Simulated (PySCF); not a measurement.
First SCF of a structure search on singlet Se2S2, at a hand-made rhombic ring geometry. PySCF input:

```python
from pyscf import gto, scf, dft
mol = gto.M(atom='''
Se     1.583200     0.000000     0.000000
Se    -1.583200     0.000000     0.000000
S      0.000000     1.697800     0.000000
S      0.000000    -1.697800     0.000000''',
    basis={'Se': 'def2-TZVP', 'S': 'def2-TZVP'},
    charge=0, spin=0)
mf = dft.RKS(mol, xc='PBE0')
mf.grids.atom_grid = (50, 194)
aux = {'Se': 'def2-universal-JKFIT', 'S': 'def2-universal-JKFIT'}
mf = mf.density_fit(auxbasis=aux)
mf.conv_tol = 1e-08
mf.diis_space = 10
mf.max_cycle = 60
mf.init_guess = 'minao'
mf.verbose = 4
mf.kernel()
```

Excerpt of the output (cycles and frontier levels):

```
init E= -5597.20611430301
  HOMO = -0.199145273300264  LUMO = -0.165448112311505  gap/eV = 0.91695
cycle= 1 E= -5598.63301652586  delta_E= -1.43  |g|= 0.496  |ddm|=  2.4
  HOMO = -0.215781539133761  LUMO = -0.145855937728284  gap/eV = 1.90277
cycle= 2 E= -5598.61319653092  delta_E= 0.0198  |g|= 0.54  |ddm|= 0.583
  HOMO = -0.207490930690035  LUMO = -0.133087701582814  gap/eV = 2.02461
cycle= 3 E= -5598.65348312635  delta_E= -0.0403  |g|= 0.131  |ddm|= 0.475
  HOMO = -0.207075913137775  LUMO = -0.131039123767853  gap/eV = 2.06907
cycle= 4 E= -5598.65857884099  delta_E= -0.0051  |g|= 0.0247  |ddm|= 0.152
  HOMO = -0.209239245410068  LUMO = -0.132610791204908  gap/eV = 2.08517
cycle= 5 E= -5598.6587651076  delta_E= -0.000186  |g|= 0.00671  |ddm|= 0.0269
  HOMO = -0.208819848167266  LUMO = -0.132031439209328  gap/eV = 2.08952
cycle= 6 E= -5598.6587775926  delta_E= -1.25e-05  |g|= 0.000896  |ddm|= 0.00593
  HOMO = -0.208844048061625  LUMO = -0.132053397193757  gap/eV = 2.08958
cycle= 7 E= -5598.65877785175  delta_E= -2.59e-07  |g|= 0.000172  |ddm|= 0.0011
  HOMO = -0.208839123669097  LUMO = -0.132052755809081  gap/eV = 2.08946
cycle= 8 E= -5598.65877786346  delta_E= -1.17e-08  |g|= 2.12e-05  |ddm|= 0.00022
  HOMO = -0.208840835389182  LUMO = -0.132053978652592  gap/eV = 2.08948
cycle= 9 E= -5598.65877786369  delta_E= -2.26e-10  |g|= 3.35e-06  |ddm|= 5.04e-05
  HOMO = -0.208840473354929  LUMO = -0.132053583405245  gap/eV = 2.08948
Extra cycle  E= -5598.65877786369  delta_E= -9.09e-12  |g|= 3.99e-06  |ddm|= 7.14e-06
converged SCF energy = -5598.65877786369
```

No lower solution of this spin was found by a stability analysis within the restricted form, which does not test spin polarisation.

The search for the lowest solution, with the stability check, took 18 s on 4 threads of a shared Arm Neoverse V2 host, with 170 basis functions; the process peaked at 0.53 GiB. Launch command: `OMP_NUM_THREADS=4 python axn.py task.json out`.
